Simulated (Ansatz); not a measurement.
Hf2(OH)8 (Hf₂O₈H₈) was relaxed with PBE-D4 (def2-SVP) in Ansatz in these states: charge +1 doublet, neutral singlet. The geometries follow in no particular order.

In the def2 sets Hf takes a core potential; there is no spin–orbit coupling.

A:

```xyz
18

Hf    0.098    1.826    0.028
O    -1.152    2.537    1.387
O     1.751    2.656    0.660
O    -0.281    2.648   -1.698
O     1.190   -0.049   -0.272
Hf   -0.111   -1.805   -0.221
O     1.449   -2.909    0.185
O    -1.370   -2.532    1.118
O    -0.669   -2.332   -2.013
O    -1.188    0.070    0.077
H    -1.100    3.248    2.043
H     2.555    2.939    1.110
H    -0.851    3.260   -2.183
H     2.156   -0.103   -0.363
H     2.231   -3.391    0.476
H    -1.371   -3.323    1.679
H    -1.292   -2.836   -2.553
H    -2.044    0.096    0.540
```

B:

Cartesian coordinates in Å:
```
Hf -0.3702 -1.0249 1.4368
O -1.5064 -0.1921 2.8239
O -1.6177 -2.5270 1.1604
O 1.2324 -1.6910 2.2413
O -0.0237 -0.9879 -0.7098
Hf 0.5400 0.9907 -1.4058
O -0.1747 0.5256 -3.1845
O -0.1995 2.8258 -1.4679
O 2.4485 1.0495 -1.5186
O 0.0617 0.9787 0.7171
H -2.0955 -0.0387 3.5802
H -2.3081 -3.2060 1.2248
H 1.8815 -2.1513 2.7926
H -0.1712 -1.7497 -1.3000
H -0.5707 0.5088 -4.0704
H -0.4361 3.7155 -1.7775
H 3.3664 1.1880 -1.7937
H -0.0568 1.7858 1.2511
```

Judge from the bond lengths which geometry belongs to which state (an estimate).

A is the neutral singlet (Hf1–Hf6 3.646 Å, Hf1–O4 1.950 Å, Hf6–O9 1.949 Å); B is the charge +1 doublet (Hf1–Hf6 3.602 Å, Hf1–O4 1.913 Å, Hf6–O9 1.913 Å).

At PBE-D4/def2-SVP the gap within one spin of the relaxed charge 1 doublet nearly closes, so an electron or hole may be smeared out by delocalisation error.
